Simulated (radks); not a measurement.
Question: The tantalum ion Ta41+, configuration [Ar] 3d10 4s2 4p2 (the NIST ground configuration). Calculated with a radial shooting solver on a logarithmic mesh with Libxc functionals: scalar-relativistic Kohn-Sham, exchange-only LDA, spin-polarised, spherical densities, point nucleus; open shells are filled with parallel spins first (spin-orbit coupling, left out, can overturn this in heavy ions). Some entries of the table are withheld. Estimate them.

orbital,occ.,eigenvalue (Ry),<r> (bohr)
1s up,1,-5089.438,0.01867
1s down,1,-5089.280,0.01867
2s up,1,-990.3603,0.07889
2s down,1,-990.2614,0.07889
2p up,3,-885.8156,0.07046
2p down,3,-885.6816,0.07047
3s up,1,-328.7837,0.2019
3s down,1,-328.6195,0.2018
3p up,3,(1),0.2011
3p down,3,(2),0.2010
3d up,5,-262.2476,0.1811
3d down,5,-262.0851,0.1810
4s up,1,-156.6905,(3)
4s down,1,-155.9088,(4)
4p up,2,-144.9007,0.4144
4p down,0,-144.1180,0.4143

Answer: 
(1) 3p up eigenvalue (Ry): -297.5790
(2) 3p down eigenvalue (Ry): -297.3989
(3) 4s up <r> (bohr): 0.4044
(4) 4s down <r> (bohr): 0.4043
